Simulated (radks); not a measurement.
Values are calculated unless marked as measured or tabulated.
Dipole-allowed excitations along the series with 11 electrons in [Ne] 3s1. Level of theory: scalar-relativistic Kohn-Sham, exchange-only LDA, spin-polarised, spherical densities, finite nucleus; open shells are filled with parallel spins first; Fermi nuclear charge, rms radius of each element as measured or else 0.836 A^(1/3) + 0.57 fm (a radial shooting solver on a logarithmic mesh with Libxc functionals). Time-dependent linear response with the Hartree and adiabatic exchange-only LDA kernel, continuum included through the Sternheimer equations, no spin-orbit coupling, so fine structure and intercombination lines are absent. Lines are the poles of the dipole polarisability below minus the highest occupied eigenvalue, found on a grid refined at the orbital gaps; the lowest seven at most are given, and weak or close lines can be missed. The first line takes the name of the lowest orbital gap if no other gap lies below it; otherwise a line is named after a gap within 0.6 % of it, if that gap stands alone.

| species | -e(HOMO) (eV) | lowest orbital gap (eV) | first line (eV) | f | static alpha (bohr^3) |
|---|---|---|---|---|---|
| Ca9+ | 201.21 | 3s-3p 21.294 | 22.788 (3s-3p) | 0.481 | 0.7227 |
| Sc10+ | 239.05 | 3s-3p 23.462 | 25.094 (3s-3p) | 0.455 | 0.5641 |
| Ti11+ | 279.99 | 3s-3p 25.662 | 27.432 (3s-3p) | 0.433 | 0.4485 |
| V12+ | 324.05 | 3s-3p 27.900 | 29.808 (3s-3p) | 0.413 | 0.3621 |
| Cr13+ | 371.23 | 3s-3p 30.181 | 32.227 (3s-3p) | 0.395 | 0.2963 |
| Mn14+ | 421.54 | 3s-3p 32.510 | 34.695 (3s-3p) | 0.379 | 0.2452 |
